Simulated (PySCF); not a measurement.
# How methods differ on the excitation energy of S²⁺

S²⁺ [Ne] 3s2 3p2 (3P) → S²⁺ [Ne] 3s2 3p1 3d1 (high-spin determinant), as a difference of total energies. All numbers are calculated (PySCF 2.14, the non-relativistic Hamiltonian (point nucleus), in aug-cc-pV(Q+d)Z (7s6p5d3f2g, 89 functions)). Correlated levels: valence: [Ne] frozen. The calculations carry no spin-orbit coupling.

| method | excitation energy (eV) |
| --- | --- |
| UHF | 16.656 |
| LDA | 14.989 |
| PBE | 14.917 |
| PBE0 | 15.413 |
| M06 | 15.254 |
| PW91 | 14.931 |
| B3LYP | 15.241 |
| MP2 (valence) | 15.925 |
| SCS-MP2 (valence) | 15.883 |

**Question.** Estimate what wB97M-V gives.

**Answer.** 15.292 eV, closest to M06 among the rows shown.

**Question.** Estimate what r2SCAN gives.

**Answer.** 15.486 eV, closest to PBE0 among the rows shown.

A first-order spin-orbit estimate (lowest level to lowest level, LS coupling) adds 0.017 eV.

The promoted electron is Rydberg-like, and one or two diffuse shells describe it only roughly, which tends to raise the upper state.

The determinant of the upper state mixes LS terms, which raises its energy above the lowest term, most at the Hartree-Fock and MP2 levels.
